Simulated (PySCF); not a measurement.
## Worked example: entropy of an ideal gas

Ga(Cl)(SH)2 (ClGaH₂S₂), SMILES [SH][Ga]([SH])[Cl].

Geometry: PBE-D3(BJ)/def2-SVP. The structure was generated by enumeration; whether it is a known compound was not checked. The values are those of a single conformer.

PBE-D3(BJ)/def2-SVP (PySCF) gives the harmonic wavenumbers 106, 110, 124, 186, 253, 338, 429, 433, 667, 702, 2614, 2616 cm⁻¹ and the rotational temperatures 0.1019, 0.0954, 0.0493 K. The molar mass is 171.31 g/mol, the symmetry number 2, the spin multiplicity 1.

Task: Work out the entropy at 298.15 K and 1 atm in the rigid-rotor, harmonic-oscillator model.

Result: 
Translation (Sackur–Tetrode at 1 atm): S = R[1.5 ln M + 2.5 ln T − 1.16487] = 172.9 J/(mol K).
Rotation: q = (√π/σ) T^1.5/√(θA θB θC) = 208000, S = R[ln q + 3/2] = 114.3 J/(mol K).
Vibration: with u = 1.4388 ν/T, each mode gives R[u/(e^u − 1) − ln(1 − e^−u)]:
```json
[
 {"ν (cm⁻¹)": "106", "modes": "1", "u": "0.51", "S (J/(mol K))": "13.98"},
 {"ν (cm⁻¹)": "110", "modes": "1", "u": "0.53", "S (J/(mol K))": "13.68"},
 {"ν (cm⁻¹)": "124", "modes": "1", "u": "0.60", "S (J/(mol K))": "12.71"},
 {"ν (cm⁻¹)": "186", "modes": "1", "u": "0.90", "S (J/(mol K))": "9.49"},
 {"ν (cm⁻¹)": "253", "modes": "1", "u": "1.22", "S (J/(mol K))": "7.15"},
 {"ν (cm⁻¹)": "338", "modes": "1", "u": "1.63", "S (J/(mol K))": "5.11"},
 {"ν (cm⁻¹)": "429", "modes": "1", "u": "2.07", "S (J/(mol K))": "3.61"},
 {"ν (cm⁻¹)": "433", "modes": "1", "u": "2.09", "S (J/(mol K))": "3.55"},
 {"ν (cm⁻¹)": "667", "modes": "1", "u": "3.22", "S (J/(mol K))": "1.45"},
 {"ν (cm⁻¹)": "702", "modes": "1", "u": "3.39", "S (J/(mol K))": "1.27"}
]
```
The stiffer modes add less than 0.005 each. Sum 72.0 J/(mol K).
Spin: R ln 1 = 0.0 J/(mol K).
Total 359.2 J/(mol K); the program's own thermochemistry gives 359.2. Translation makes up 48 % and vibration 20 %. Anharmonicity, hindered rotation and orbital degeneracy are left out.
